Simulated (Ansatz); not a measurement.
Computed with Ansatz on PBE0-D4/def2-TZVP structures; ΔE is electronic, products minus reactants. CCSD(T)/CBS is the MP2 limit (def2-TZVPP, def2-QZVPP) plus CCSD(T) − MP2 in def2-TZVPP, frozen cores. This one scheme is used for every species, atoms too. Functionals use def2-TZVPP. Open shells (•) are unrestricted, without spin–orbit coupling. Spin–orbit coupling would lower the free atoms: a little for S, Si. Each species was taken in one conformer, which may not be the lowest.

`N[SiH](N)S` → 6 H• + 2 N• + S• + Si•  (atomization)

Q: What is ΔE at CCSD(T)/CBS? (Estimate.)

A: The calculation gave: +805.8 kcal/mol.

Q: What do these levels give: LDA (SPW92), PBE0-D4, r2SCANh-D4, r2SCAN0-D4, BHLYP-D4, r2SCAN0, CCSD/def2-SVP, CCSD(T)/def2-SVP, SCS-MP2/def2-TZVPP, CCSD(T)/def2-TZVPP, HF/def2-QZVPP, SCS-MP2/def2-QZVPP? (Estimate.)

A: Ansatz gave: LDA (SPW92) 916.5, PBE0-D4 799.1, r2SCANh-D4 795.0, r2SCAN0-D4 787.7, BHLYP-D4 782.4, r2SCAN0 786.2, CCSD/def2-SVP 720.4, CCSD(T)/def2-SVP 728.1, SCS-MP2/def2-TZVPP 789.2, CCSD(T)/def2-TZVPP 776.6, HF/def2-QZVPP 553.7, SCS-MP2/def2-QZVPP 809.1 kcal/mol.

Q: What do rigid-rotor, harmonic-oscillator terms from PBE0-D4/def2-TZVP frequencies (298.15 K, 1 bar) make of the CCSD(T)/CBS value? (Estimate.)

A: Computed: ΔZPE = -44.9 kcal/mol, ΔH = +770.7 kcal/mol, ΔS = 999 J/(mol·K), ΔG = +699.5 kcal/mol. Open shells count their whole term as degenerate.

Largest T1 diagnostic among the species: 0.012.

From r2SCAN to r2SCAN0 (25 % exact exchange), in def2-TZVPP and without D4, ΔE moves by −12.6 kcal/mol: exact exchange takes away binding that semilocal exchange gives to molecules. At CCSD(T), def2-SVP lies −77.6 kcal/mol from the extrapolated value and def2-TZVPP −29.1 kcal/mol: correlation converges slowly with the basis, and small sets miss more of it in the bonded molecule than in its fragments. The D4 term adds +8.4 kcal/mol with B3LYP and +4.4 kcal/mol with PBE0; it sums over pairs of atoms, weighted by their polarisabilities, and B3LYP, whose exchange is more repulsive, gets the larger term.

B3LYP here is the variant with VWN-RPA as its local correlation; programs differ in this.

For atomizations the MP2-based limit and the directly extrapolated one differ by several kJ/mol either way, and by 10 to 25 for some Ge, Se and Sn compounds, so smaller differences from it don't rank the levels.
